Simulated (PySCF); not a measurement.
CH5GaO2, SMILES C[O][GaH][OH].

Geometry: PBE-D3(BJ)/def2-SVP. One conformer was computed; it need not be the lowest.

Computed with r2SCAN/def2-TZVP (PySCF).

* **total energy**: -2116.42674 hartree
* **point group**: Cs
* **highest occupied level**: -6.53 eV
* **lowest empty level**: -1.08 eV
* **orbital gap**: 5.45 eV
* **dipole moment**: 0.355 e·Å
* **quadrupole, principal values (traceless, Buckingham form, about the centre of nuclear charge)**: -6.94, 1.17, 5.78 D·Å
* **mean static polarisability**: 48.4 bohr³ (7.17 Å³)
* **polarisability, principal values**: 37.8, 47.7, 59.7 bohr³
